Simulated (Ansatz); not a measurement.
Energy needed to pull apart BHBrF (SMILES FBBr), closed shell, into free ground-state atoms, from the structure below (displaced at random from a GFN2-xTB minimum); no zero-point or spin–orbit terms; open-shell atoms are treated unrestricted, in their ground-state multiplicity.

```xyz
4
angstrom
F 1.1301 -0.2764 -0.6915
B 0.1063 -0.1726 0.0249
Br -1.0329 1.2540 -0.2243
H -0.0565 -0.9316 0.8899
```

Program: Ansatz 0.2.0. Basis: def2-TZVPP. Cores are frozen in the correlated methods. Filled d shells of the heavier atoms are correlated. The def2 sets are not built for correlating such inner shells, so the correlated values are less sure here.

```csv
method,atomization energy (eV)
PBE-D4,15.14
r2SCAN-D4,15.00
PBE0-D4,14.85
r2SCANh-D4,14.88
BHLYP-D4,14.31
wB97M-V,14.81
HF,?
MP2,15.05
CCSD,?
CCSD(T),14.42
```

(1) What does HF give? (Judge from chemistry; the value comes from the calculation.)

(2) What does CCSD give? (Judge from chemistry; the value comes from the calculation.)

No T1 diagnostic of these runs exceeds 0.011.

Results:

(1) By the calculation: 11.40 eV, which is about 3.02 eV less than CCSD(T)/def2-TZVPP.

(2) Computed: 14.18 eV, which is about 0.24 eV less than CCSD(T)/def2-TZVPP.

In triple zeta the MP2 and coupled-cluster atomization energies are still short of their basis limit by a few kcal/mol a bond, whereas those of the functionals are nearly converged, so these differences are not deviations from converged CCSD(T).

For scale, one of the runs: CCSD(T)/def2-TZVPP forces, 124 basis functions (an equivalent command: `ansatz run in.yaml --threads 4`). The run took 33 s on 4 CPU threads (shared host), with 0.98 GiB of host memory at its peak.
